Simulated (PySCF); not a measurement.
BP86 on Ge (germanium, neutral), [Ar] 3d10 4s1 4p2 4d1, one real determinant (an excited configuration). Computed with PySCF 2.14 in dyall-av2z, with no relativity, point nucleus.

```
cycle= 1 E= -2076.73945081447  delta_E= -0.0265  |g|= 0.147  |ddm|= 0.285
cycle= 2 E= -2076.73686763276  delta_E= 0.00258  |g|= 0.241  |ddm|= 0.103
cycle= 3 E= -2076.74180896266  delta_E= -0.00494  |g|= 0.0157  |ddm|= 0.0437
cycle= 4 E= -2076.74183504877  delta_E= -2.61e-05  |g|= 0.000215  |ddm|= 0.00701
cycle= 5 E= -2076.74183505577  delta_E= -7e-09  |g|= 3.94e-05  |ddm|= 0.000309
cycle= 6 E= -2076.74183505641  delta_E= -6.36e-10  |g|= 1e-05  |ddm|= 7.49e-05
converged SCF energy = -2076.74183505641  <S^2> = 6.0009922  2S+1 = 5.0003968
```

Highest occupied orbital energy: 0.484 eV; ⟨L²⟩ = 7.97; populations by l: s 7.00, p 14.00, d 11.00.

Can this result be used?

Not for this state. Self-consistency was reached. ⟨L²⟩ = 7.97 against 12 for a pure F term, so this real determinant mixes terms. The outer electron is Rydberg-like, and this basis confines it to a smaller radius and binds it less than a complete one would. At BP86 the highest occupied level has a positive energy, so only the finite basis holds that electron; for this excited configuration the basis is too tight for the outer shell.
